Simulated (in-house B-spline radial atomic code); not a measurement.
# RPA and G0W0 on PBEsol: Sb

Configuration [Kr] 4d10 5s2 5p3, highest spin, mean-field start PBEsol. Computed with a B-spline radial code for spherical atoms: all electrons, scalar-relativistic (spin-free one-electron X2C), finite nucleus, each spin shell either full or empty, empty states to l = 9 with an (l + 1/2)⁻⁴ tail; G0W0 by contour deformation at full frequency.

Spin-orbit coupling, left out, splits p levels strongly here.

Command:
```bash
python run_gw.py task.json out
```
Settings (radii: box in bohr, nucleus in fm):
```
Z                        51
electrons                51
configuration            [Kr] 4d10 5s2 5p3
hamiltonian              x2c
method                   pbesol
lmax                     9
rms_radius               4.6802
spin_polarised           True
box_radius               40
intervals                72
```

Cost of the run: 12 s on 1 thread of Arm Neoverse N1 (shared host).

Energies (hartree):

```json
{"term": "mean-field total", "value": "-6477.46804"}
{"term": "Hartree-Fock functional on these orbitals", "value": "-6478.00147"}
{"term": "direct second order", "value": "-4.5778"}
{"term": "second-order exchange", "value": "1.2633"}
{"term": "SOSEX correction", "value": "1.1664"}
```

Q: What is the RPA correlation energy, and what remains with SOSEX?

A: RPA gives -3.963 hartree (-2.11 eV per electron); RPA + SOSEX gives -2.7966, and the second-order doubles -3.3145 hartree (no singles). RPA lacks exchange-type terms and so overcorrelates at short range.

Quasi-particle levels (eV):

| level | occupied | mean field | Σx - vxc | Σc | QP weight | G0W0 |
| --- | --- | --- | --- | --- | --- | --- |
| 5p up | yes | -5.473 | -3.44 | ? | ? | ? |
| 5p down | no | -3.494 | 4.91 | -2.61 | 0.844 | -1.196 |

G0W0 = mean field + (Σx - vxc) + Σc, with Σc (partial-wave tail included) taken at the quasi-particle energy. Only the outer levels were computed. Levels of low weight are left out.

Q: Where does G0W0 put 5p up?

A: At -8.888 eV, with Σc = 0.02 eV and a quasi-particle weight of 0.801. The tabulated removal energy is 8.608 eV (NIST, measured); the calculation leaves out spin-orbit coupling, Breit and QED terms, and what these don't explain is the method's own error.
